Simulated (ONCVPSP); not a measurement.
# What one change does to a pseudopotential (P, ONCV)

- Element: P
- Generator: ONCVPSP 4.0.1
- Type: optimised norm-conserving Vanderbilt (ONCV)
- Functional: PBE
- Relativity: scalar-relativistic
- Frozen core: [Ne]
- Valence charge: 5
- Reference configuration: 3s2 3p3
- Partial waves: 3s: rc 1.70 bohr, ncon 4, nbas 8, qcut 4.6 1/bohr, 2 projectors, debl 2 Ha; 3p: rc 1.55 bohr, ncon 4, nbas 7, qcut 5.8 1/bohr, 2 projectors, debl 2.5 Ha
- Local potential: polynomial inside 1.35 bohr (lpopt 4, dvloc0 0 Ha)
- Core correction: none

Change: s: qcut 3.6.

Cutoffs: the cutoffs (Ha) at which the residual kinetic energy of the hardest occupied pseudo-wave falls to 1 and 0.1 mHa per electron; they do not see the model core or the augmentation charge, which bear on the density cutoff. Errors are all-electron minus pseudo energies relative to the spin-unpolarised reference configuration.

Task: Predict the effect on cutoff, ghosts and configuration errors.

Result: The potential gets harder (9.4 Ha and 26 Ha → 26 Ha and 56 Ha); of the 4 tests that both files solve, the error grows in 2 and shrinks in 1 by more than 15 % and 0.3 meV (median size 14.9 → 29.6 meV); neither file shows a bound ghost.

```tsv
quantity	base	changed
cutoff, loose	9.4 Ha	26 Ha
cutoff, tight	26 Ha	56 Ha
loose cutoff by channel	s 9.4 Ha, p 4.7 Ha	s 26 Ha, p 4.7 Ha
bound ghosts	none	none
GHOST(+) flags under 300 eV	s at 180.9 eV	s at 179.3 eV
error for 3s2 3p2, meV [ΔE 9.73 eV]	-0.6	+0.2
error for 3s2 3p1, meV [ΔE 28.88 eV]	+2.3	+8.5
error for 3s2 3p0, meV [ΔE 58.62 eV]	+27	+51
error for 3s1 3p0, meV [ΔE 110.62 eV]	+183	+180
s: phases at 1.73 bohr within 0.05 rad from the reference energy up to (Ha; the scan ends near 5)	3.9	3.9
p: phases at 1.57 bohr within 0.05 rad from the reference energy up to (Ha; the scan ends near 5)	to the end of the scan	to the end of the scan
```

Base: The cutoffs count occupied waves only; projector 2 of the p channel, the hardest unoccupied one, needs 40 Ha at the loose tolerance.
